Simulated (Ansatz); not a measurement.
Relaxation of CH₄ClGa (7 atoms, charge 0, multiplicity 1), to a largest force component of 0.03 eV/Å in at most 50 steps.

Method: Ansatz, RKS BLYP-D4/def2-SVP.

```xyz
7
Properties=species:S:1:pos:R:3
Ga -0.056 0.891 -0.995
C 1.463 -0.106 1.619
H 0.451 -0.546 1.665
H 2.124 -0.597 2.359
H 1.414 0.978 1.836
H 1.891 -0.261 0.607
Cl -1.810 -0.359 -0.287
```

Task: Where does it end, and by what steps?

Result: The run converged. After 6 steps the energy has fallen by 0.030 eV; Ga1 moved furthest, 0.33 Å.

```tsv
step	energy less start (eV)	largest force component (eV/Å)	accepted
0	0.0000	0.126	yes
1	-0.0235	0.068	yes
2	-0.0199	0.281	no
3	-0.0283	0.047	yes
4	-0.0291	0.067	yes
5	-0.0295	0.030	yes
6	-0.0297	0.006	yes
```

```xyz
7
Properties=species:S:1:pos:R:3
Ga -0.305 0.993 -1.179
C 1.533 -0.131 1.654
H 0.521 -0.563 1.550
H 2.051 -0.593 2.516
H 1.457 0.962 1.818
H 2.119 -0.326 0.734
Cl -1.898 -0.343 -0.290
```

The run took 8.9 s on 2 threads of Intel(R) Xeon(R) Platinum 8488C (Sapphire Rapids), with other jobs on the host, peak memory 0.14 GiB.
